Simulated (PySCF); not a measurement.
BH₂, SMILES [BH2] (connectivity only; charge and spin as stated), charge +1, multiplicity 1. Atoms are numbered in the order given.

```xyz
3

B      0.0000     0.0000     0.0000
H      0.0000     0.0000    -1.1792
H      0.0000     0.0000     1.1792
```
Charge +1, spin multiplicity 1.

The structure is a stationary point at PBE0-D3(BJ)/def2-TZVPD. The multiplicity is an assumed one; other spin states were not compared. The isomer is the one that the SMILES or the coordinates give; other isomers of the formula were not compared.

Method: PySCF with B3LYP/def2-TZVPD.

Mulliken values depend strongly on the basis, most of all with diffuse functions as here. ESP charges are fitted to the potential on shells at 1.4 to 2.0 van der Waals radii. Atomic charges (e):

```csv
atom,IAO,ESP fit,Mulliken
B1,0.67,0.79,0.47
H2,0.16,0.10,0.27
H3,0.16,0.10,0.27
```
